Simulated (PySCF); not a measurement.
dimethyl selenide (C₂H₆Se), SMILES C[Se]C. Atoms are numbered in the order given.

```xyz
9

C      1.4637     0.0000     0.8255
Se     0.0000     0.0000    -0.4777
C     -1.4637     0.0000     0.8255
H      1.4253     0.9075     1.4588
H      2.4092     0.0000     0.2506
H      1.4253    -0.9075     1.4588
H     -1.4253     0.9075     1.4588
H     -2.4092     0.0000     0.2506
H     -1.4253    -0.9075     1.4588
```

Geometry: PBE-D3(BJ)/def2-SVP.

Two levels are set side by side: PBE/pcSseg-1 (PySCF) and KT2/pcSseg-1 (PySCF). GIAO shifts against Me2Se (⁷⁷Se), TMS (¹H), TMS (¹³C) at the same level; non-relativistic, no solvent, atoms listed together averaged. Differences are taken from unrounded values.

```tsv
quantity	KT2
δ(¹³C) of C1, C3 (ppm)	21.3
δ(⁷⁷Se) of Se2 (ppm)	19.2
```

Question: What does PBE give, and how far is it from KT2? (An estimate is asked for; the answer gives what the named calculation found.)

Answer: 
```csv
quantity,PBE,PBE minus KT2
"δ(¹³C) of C1, C3 (ppm)",22.4,1.1
δ(⁷⁷Se) of Se2 (ppm),16.6,-2.6
```

Rough cost on one machine, each run with all the roots and properties that it gave: KT2 against PBE within a factor of 2.
